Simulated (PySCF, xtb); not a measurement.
SbCl3, SMILES [Cl][Sb]([Cl])[Cl].

Harmonic wavenumbers (cm⁻¹) from xtb with GFN2-xTB at its own minimum, in rising order: 101, 101, 126, 300, 300, 326.

Question: What does PBE-D3(BJ)/def2-SVP run with PySCF give at its own minimum? (The exact figures need the calculation; the answer reports its results.)

Answer: 107, 107, 133, 352, 352, 363. Paired by order, the mean absolute difference is 27 cm⁻¹ and the zero-point energies are 1.8 and 2.0 kcal/mol.
